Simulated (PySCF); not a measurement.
Compound: C₂H₁₀N₂Si.
Bonds: C1–N2, N2–Si3, Si3–N4, N4–C5. Hydrogens: H6, H7, H8 on C1; H9 on N2; H10, H11 on Si3; H12 on N4; H13, H14, H15 on C5.

Method used: PBE0-D3(BJ)/def2-SVP geometry optimisation, gas phase (PySCF 2.14.0).

(1) What internal coordinates does the optimisation give?

Answers

(1) 
```
                  bond  length (Å)   order
          C1–N2, N4–C5       1.440  single
        N2–Si3, Si3–N4       1.725  single
C1–H6 and 5 like bonds       1.104  single
         N2–H9, N4–H12       1.014  single
      Si3–H10, Si3–H11       1.503  single
```

Bonds in one row agree within 0.01 Å and their mean is given. Orders are formal, as drawn. A selection of angles:
```
      angle  degrees
   N2–C1–H6    111.9
   N2–C1–H7    109.7
   N2–C1–H8    113.9
   H6–C1–H7    106.9
  C1–N2–Si3    126.8
   C1–N2–H9    114.4
  Si3–N2–H9    117.4
  N2–Si3–N4    108.1
 N2–Si3–H10    103.2
 N2–Si3–H11    117.9
H10–Si3–H11    107.2
```

Torsions: C1–N2–Si3–N4 147° (anticlinal); N2–Si3–N4–C5 145° (anticlinal). The mirror-image conformer, all signs reversed, is as good.

Of the pairs four or more bonds apart, H11···H15 is among the closest relative to their van der Waals radii: 2.46 Å, 103 % of the sum of Bondi's values. N2 (silicon-bound nitrogen) is almost planar (angles 126.8°, 117.4° and 114.4°, sum 358.6°, 0.09 Å off the plane of its three neighbours). Si3 (SiH2 silicon) is distorted tetrahedral (angles from 103.1° to 118.0°).

Point group: C2 (tolerance 0.08 Å). No PBE0-D3(BJ)/def2-SVP frequencies stand behind this structure, so it isn't proved a minimum. One conformer, not necessarily the lowest.

The run took 59 s of wall time on one thread of an Intel Xeon Platinum 8488C, shared host with 192 logical CPUs at a one-minute load of 43, and the process peaked at 0.52 GiB of memory. These figures are those of the optimisation.
